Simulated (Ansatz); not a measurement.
Reaction (substitution at a C–O bond): `C/C(O)=N\[SiH3]` + HCl → `C/C(Cl)=N\[SiH3]` + H₂O

Computed with Ansatz on PBE0-D4/def2-TZVP structures; ΔE is electronic, products minus reactants. CCSD(T)/CBS is the MP2 limit (def2-TZVPP, def2-QZVPP) plus CCSD(T) − MP2 in def2-TZVPP, frozen cores. This one scheme is used for every species. Double bonds are as drawn, so ΔE can hold a change between cis and trans. DFT in def2-TZVPP. B3LYP here is the variant with VWN-RPA as its local correlation; programs differ in this. One conformer a species, not always the lowest.

| level | ΔE (eV) |
| --- | --- |
| B3LYP-D4 | 0.39 |
| B2PLYP | 0.41 |

(1) What does CCSD(T)/CBS give? (Estimate.)

Largest T1 diagnostic among the species: 0.013.

## Answers

(1) Computed: +0.35 eV. The listed levels differ from it by 0.04, 0.06 eV.

In def2-TZVPP, CCSD(T) changes the Hartree–Fock value by −0.16 eV (the triples alone add −0.03 eV) and MP2 by −0.23 eV. The D4 term adds −0.04 eV with B3LYP and −0.02 eV with PBE0; it sums over pairs of atoms, weighted by their polarisabilities, and B3LYP, whose exchange is more repulsive, gets the larger term. From PBE to PBE0 (25 % exact exchange), in def2-TZVPP and without D4, ΔE moves by +0.05 eV.
